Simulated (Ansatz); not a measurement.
Consider the formal exchange of groups at the Si–P bond: `C[Si](C)(P)Cl` + `C#N` → `C[Si](C)(Cl)C#N` + PH₃.

Isolated molecules relaxed with PBE0-D4/def2-TZVP in Ansatz; ΔE leaves out vibrations. CBS: MP2 limit from def2 TZ/QZ plus the TZ coupled-cluster correction, frozen cores. This one scheme is used for every species. DFT in def2-TZVPP. One conformer a species, not always the lowest.

CCSD(T)/CBS gives -22.5 kJ/mol.

(1) Another level gave -26.5 kJ/mol. Which?
A. RPA@PBE/def2-TZVPP
B. PBE-D4/def2-TZVPP
C. PBE0/def2-TZVPP
D. MP2/def2-TZVPP

Largest T1 diagnostic among the species: 0.014.

Answers

(1) D. MP2/def2-TZVPP -26.5, PBE0 -21.6, PBE-D4 -16.1, RPA@PBE/def2-TZVPP -30.5 kJ/mol.

The D4 term adds +6.7 kJ/mol with B3LYP and +3.6 kJ/mol with PBE0; it sums over pairs of atoms, weighted by their polarisabilities, and B3LYP, whose exchange is more repulsive, gets the larger term. At CCSD(T), def2-SVP lies −8.6 kJ/mol from the extrapolated value and def2-TZVPP −4.4 kJ/mol.

B3LYP here is the variant with VWN-RPA as its local correlation; programs differ in this.
